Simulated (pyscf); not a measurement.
# •H₂C–AlH₂ (SMILES [CH2][AlH2]), doublet

Gas-phase minimum from PySCF at ωB97X-D3(BJ)/def2-SVP, one conformer. •H₂C–AlH₂ lies 14.4 kcal/mol over its isomer [H₃C–AlH]• (electronic energy, ωB97M-D3(BJ)). 

```xyz
6

C     -0.5243     0.8279     0.2643
Al     0.8961    -0.3505    -0.3034
H     -0.5835     1.2888     1.2610
H     -1.3744     1.1220    -0.3683
H      0.8730    -0.9571    -1.7704
H      2.0731    -0.7010     0.7027
```
Charge 0, spin multiplicity 2.

Bond lengths (Å): C1–Al2 1.931, C1–H3 1.100, C1–H4 1.100, Al2–H5 1.588, Al2–H6 1.588. Bond angles (°): Al2–C1–H3 124.2, Al2–C1–H4 124.2, H3–C1–H4 111.6, C1–Al2–H5 119.6, C1–Al2–H6 119.6, H5–Al2–H6 120.8.

Properties at ωB97X-D3(BJ)/def2-SVP:

- Harmonic wavenumbers, unscaled = 252, 406, 580, 672, 704, 721, 809, 1383, 1955, 1958, 3134, 3225 cm⁻¹
- Zero-point energy = 22.6 kcal/mol
- Rotational symmetry number = 2
- Entropy of this conformer at 298 K and 1 atm, rigid rotor and harmonic oscillator, modes under 100 cm⁻¹ raised to 100 = 260.9 J/(mol K)
- Dipole moment = 0.90 D
- Spin expectation value S2 = 0.752

Single-point totals, which compare only within one level (frozen core for MP2 and CC):

```tsv
level	total energy (hartree)
ωB97X-D3(BJ)/def2-TZVP	-282.93155
PBE/def2-TZVP	-282.67723
r²SCAN/def2-TZVP	-282.82835
B3LYP-D3(BJ)/def2-TZVP	-282.91844
PBE0-D3(BJ)/def2-TZVP	-282.71441
M06-2X/def2-TZVP	-282.83258
ωB97M-D3(BJ)/def2-TZVP	-282.92987
UHF/def2-TZVPP	-282.08248
MP2/def2-TZVPP	-282.31082
CCSD/def2-TZVPP	-282.34547
CCSD(T)/def2-TZVPP	-282.35300
```

The CCSD(T) − MP2 part came from Ansatz, without density fitting, on the same reference.
